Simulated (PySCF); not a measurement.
Structure problem from calculated spectra and properties.

Elements present: C, Cl, H, O and Si. Monoisotopic mass: 159.9514 u.

| Quantity | Value |
| --- | --- |
| Polarisability | 81.7 au [PBE0/def2-SVPD] |
| 1H NMR | chemical shifts (computed TMS as zero) by class: 3.70 (6 H) ppm [GIAO B3LYP/pcSseg-1] |
| Rotational structure | rotational constants A, B, C: 1.525, 1.215, 1.070 GHz [PBE0-D3(BJ)/def2-SVP] |
| XPS | Si2p3/2 109.2, Cl2p3/2 206.3 (×2), C1s 292.9 (×2), O1s 538.8 (×2), Si1s 1849.5, Cl1s 2828.9 (×2) eV [ΔSCF SCAN, pcX-2 on the ionised atom, pcseg-1 elsewhere, spin-free X2C, 2p3/2 from a spin–orbit splitting computed afterwards within the 2p shell] |
| UV, strongest line | among the 10 lowest singlet transitions: S8 at 8.60 eV (144 nm, f = 0.079) [TDDFT PBE0/def2-SVPD] |
| 13C NMR | chemical shifts (computed TMS as zero) by class: 52.3 (2 C) ppm [GIAO B3LYP/pcSseg-1] |

Electronic properties: PySCF, gas phase, density fitting. Levels stand in brackets. Isolated species at its PBE0-D3(BJ)/def2-SVP geometry (one conformer only). NMR classes are plain means over equivalent atoms (diastereotopic ones count apart unless rotation or inversion swaps them), as if these changed places fast.

Question: Which formula fits the mass and the elements?

Answer: C2H6Cl2O2Si (calculated 159.9514). No other formula that holds each of these elements comes within 0.0003 u with a fitting electron parity and a possible valence count.

Question: Give a SMILES that accounts for the data.

Answer: 2 carbons fall into 1 class: carbon bonded to O and 3 H (52.3 ppm, 2 C). All hydrogens form one class (3.70 ppm): hydrogen on carbon. The core levels belong to: Si2p3/2 109.2 eV, silicon bonded to 2 Cl and 2 O; Cl2p3/2 206.3 eV, chlorine bonded to Si; C1s 292.9 eV, carbon bonded to O and 3 H; O1s 538.8 eV, oxygen bonded to C and Si; Si1s 1849.5 eV, silicon bonded to 2 Cl and 2 O; Cl1s 2828.9 eV, chlorine bonded to Si. One atom of each topological class was ionised and stands for its class. By its constants the optimised geometry is an asymmetric top. Structure: `CO[Si](Cl)(Cl)OC` (Si(OMe)2Cl2). The assignments are read from this structure; whether some other isomer fits the data as well wasn't checked.
